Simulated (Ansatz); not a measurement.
Ansatz (a first-principles code) input (PBE0/def2-TZVPD):

Ansatz 0.2 input:
```yaml
crystal:
  periodic: [false, false, false]
  atoms:
    - {symbol: C, position_ang: [1.11914847, -0.28445832, -0.18134208]}
    - {symbol: F, position_ang: [1.83948772, 0.65057113, 0.42508283]}
    - {symbol: C, position_ang: [-0.35602499, -0.13675138, -0.07468208]}
    - {symbol: F, position_ang: [-0.76469360, -0.06961338, 1.20373271]}
    - {symbol: F, position_ang: [-0.81253145, 0.98138677, -0.68688334]}
    - {symbol: F, position_ang: [-0.94800045, -1.19153484, -0.66042884]}
    - {symbol: H, position_ang: [1.59289906, -0.81002884, -0.99738534]}
basis:
  gaussian:
    orbitals: def2-TZVPD
hamiltonian:
  xc: {name: PBE0}
magnetization: {spin_polarized: true, initial_magnetization: 1}
output: {forces: true}
```

Output:

```
Functional definition: PBE0
integrals: 0.16 GiB planned
1187 factors; their error is unknown
mean field: 1.99 GiB planned
mean field evaluation 1: about -12946.7690 eV, gradient 2.9e1 eV
mean field evaluation 2: about -12945.9636 eV, gradient 3.5e1 eV
mean field evaluation 4: about -12949.0150 eV, gradient 1.2e0 eV
mean field evaluation 8: about -12949.0200 eV, gradient 5.7e-2 eV
mean field evaluation 16: about -12949.0453 eV, gradient 3.5e-4 eV
mean field -12949.04527276 eV, -475.8686365957 hartree, gradient 1.5e-5 eV, S^2 0.754308; 0 other end points of the search recorded, 0 dependent functions left out
the calculation of the forces begins
reference -12949.04531571 eV, -475.8686381740 hartree; 25, 24 occupied and 218, 219 virtual orbitals, 1187 factors
Total energy: -12949.04531571 eV, -475.8686381740 hartree
Atom 0 at     1.119148    -0.284458    -0.181342 Å, force     0.074882     0.306018     0.211937 eV/Å
Atom 1 at     1.839488     0.650571     0.425083 Å, force    -0.220361    -0.272370    -0.172505 eV/Å
Atom 2 at    -0.356025    -0.136751    -0.074682 Å, force    -0.342927     0.043578     0.012438 eV/Å
Atom 3 at    -0.764694    -0.069613     1.203733 Å, force     0.127829    -0.024442    -0.417789 eV/Å
Atom 4 at    -0.812531     0.981387    -0.686883 Å, force     0.144810    -0.371181     0.205311 eV/Å
Atom 5 at    -0.948000    -1.191535    -0.660429 Å, force     0.197763     0.349554     0.196676 eV/Å
Atom 6 at     1.592899    -0.810029    -0.997385 Å, force     0.018005    -0.031156    -0.036067 eV/Å
Dipole moment:     0.275356    -0.167209    -0.188721 e Å
```

It need not be the lowest isomer of its formula.
